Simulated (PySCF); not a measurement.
Compound: Sn(SMe)4, C4H12S4Sn.
Cartesian coordinates in Å at the PBE0-D3(BJ)/def2-SVP level; atoms count from 1:
```
atom  x, y, z in Å
Sn1    0.0708    0.0280    0.1313
S2     0.2357   -0.3456    2.5034
C3     0.9095   -2.0417    2.4613
H4     0.3336   -2.6801    1.7755
H5     0.8169   -2.4379    3.4819
H6     1.9690   -2.0466    2.1712
S7     2.2387    0.2265   -0.8998
C8     1.6602    0.3995   -2.6252
H9     1.2091   -0.5323   -2.9929
H10    2.5484    0.6303   -3.2291
H11    0.9376    1.2222   -2.7221
S12   -1.1798    2.0339   -0.3316
C13    0.0543    3.2726    0.1914
H14    0.0742    3.3810    1.2843
H15   -0.2543    4.2270   -0.2574
H16    1.0583    3.0152   -0.1763
S17   -1.0655   -1.8481   -0.8666
C18   -2.6965   -1.6363   -0.0716
H19   -2.6038   -1.5652    1.0213
H20   -3.2806   -2.5334   -0.3189
H21   -3.2223   -0.7530   -0.4596
```

Method: PySCF, TDDFT wB97X-D/def2-SVPD, vertical, gas phase, core orbitals frozen in the response, def2 core potentials past Kr. Spin–orbit coupling is left out.

Transition dipole moments from the ground state, in atomic units and in the frame of the coordinates above (overall signs are arbitrary), for the states with f of 0.002 or more among the lowest 9:

| state | E (eV) | μx | μy | μz |
| --- | --- | --- | --- | --- |
| S2 | 4.498 | -0.448 | -0.124 | -0.155 |
| S3 | 4.528 | -0.191 | 0.369 | 0.265 |
| S4 | 4.622 | 0.128 | 0.469 | -0.509 |
| S5 | 5.708 | 0.041 | -0.016 | 0.185 |
| S6 | 5.784 | -0.172 | 0.035 | 0.001 |
| S7 | 5.791 | 0.044 | -0.114 | 0.004 |
| S8 | 5.856 | -0.027 | -0.132 | -0.046 |
| S9 | 6.019 | -0.431 | -0.115 | -0.534 |

Q: What oscillator strength does each state have?

A: f = (2/3) ΔE |μ|² with ΔE in hartree (27.2114 eV).

```tsv
state	|μ|² (au)	|μ| (D)	f
S2	0.240	1.25	0.026
S3	0.243	1.25	0.027
S4	0.496	1.79	0.056
S5	0.036	0.48	0.005
S6	0.031	0.45	0.004
S7	0.015	0.31	0.002
S8	0.020	0.36	0.003
S9	0.484	1.77	0.071
```

Q: Which bond between heavy atoms lies closest to the direction of the S9 transition dipole?

A: S7–C8, at 25° from it; next Sn1–S2 at 39°.

Q: What angle do the transition dipoles of S2 and S9 make?

A: |cos θ| = |μa·μb| / (|μa| |μb|) = 0.85, so θ ≈ 32° (taken between 0 and 90°, since the signs are arbitrary).

S6/S7 coincide within about 0.01 eV; within a degenerate level the directions of the single components are arbitrary.

On one thread of an Arm Neoverse V1, on a shared host, this took 3.8 min (grids of density and orbitals included) and 1.8 GiB of memory at its peak.

One conformer stands for the species.
